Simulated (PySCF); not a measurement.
Compound: GaH2(SMe), CH5GaS.
SMILES: `[H][Ga]([H])[S]C`

The closed-shell ground state was solved at several levels (PySCF, density fitting, gas phase). Isolated species at its PBE0-D3(BJ)/def2-SVP geometry (one conformer only). The calculation is non-relativistic and has no spin–orbit coupling, an omission that weighs most on gallium.

```
                          level  basis functions  total energy (Eh)  HOMO (eV)  LUMO (eV)  gap (eV)  dipole (D)
  PBE/pcSseg-1 (pcSseg-2 on Ga)              129         -2363.6769      -6.04      -2.13      3.91        1.47
B3LYP/pcSseg-1 (pcSseg-2 on Ga)              129         -2364.2738      -6.92      -1.63      5.29        1.48
 PBE0/pcSseg-1 (pcSseg-2 on Ga)              129         -2363.7470      -7.15      -1.39      5.76        1.55
```

Question: Estimate the row for CAM-B3LYP/def2-SVPD, a basis of 125 functions; the other rows only guide the guess.

Answer: Total energy -2363.8785 Eh, HOMO -8.43 eV, LUMO -0.52 eV, gap 7.91 eV, dipole 1.50 D.

Question: Over all these levels, which gives the widest orbital gap and which the narrowest?

Answer: CAM-B3LYP/def2-SVPD (range-separated hybrid) has the widest, 7.91 eV, and PBE/pcSseg-1 (pcSseg-2 on Ga) (GGA) the narrowest, 3.91 eV. Functional and basis both differ between the two, so the spread mixes both effects.

Question: In the pcSseg-1 (pcSseg-2 on Ga) basis, how does the gap go with the fixed share of exact exchange?

Answer: PBE (0 %) 3.91 eV; B3LYP (20 %) 5.29 eV; PBE0 (25 %) 5.76 eV. Each rise in the share widens the gap here.

Question: How far do the dipole and the HOMO energy spread over the levels?

Answer: The dipole runs from 1.47 to 1.55 D (mean 1.50 D) and the HOMO from -8.43 to -6.04 eV.
